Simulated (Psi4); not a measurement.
A dimer, H3N ··· HF (SMILES N and F), singlet; the first 4 atoms form monomer A.

```
6

N      0.0001     0.0021     0.2791
H      0.9369    -0.1060    -0.0927
H     -0.5597    -0.7594    -0.0870
H     -0.3773     0.8633    -0.0993
F     -2.6787     2.0910     0.4095
H     -2.6093     3.0112     0.4649
```

Question: What interaction energy does SAPT0/jun-cc-pVDZ, frozen core (Psi4) give, and which attractive term is the largest?

Answer: Total -1.02 kJ/mol: electrostatics -1.83, exchange 2.06, induction -0.36, dispersion -0.90. The most attractive term is electrostatics.
